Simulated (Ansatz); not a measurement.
`OB(F)[SiH3]`, charge 0, multiplicity 1.

Problem. Give a relaxed structure at PBE0-D4/def2-TZVP (Ansatz). (Best estimate.)

Solution. The calculation gave: 
Z-matrix (Å, degrees):
```
Si
B 1 2.039
H 1 1.487 2 110.6
H 1 1.487 2 110.6 3 -120.2
H 1 1.491 2 110.3 3 119.9
F 2 1.329 1 119.1 3 60.1
O 2 1.349 1 125.2 3 -120.0
H 7 0.959 2 113.8 1 0.0
```
Point group Cs.
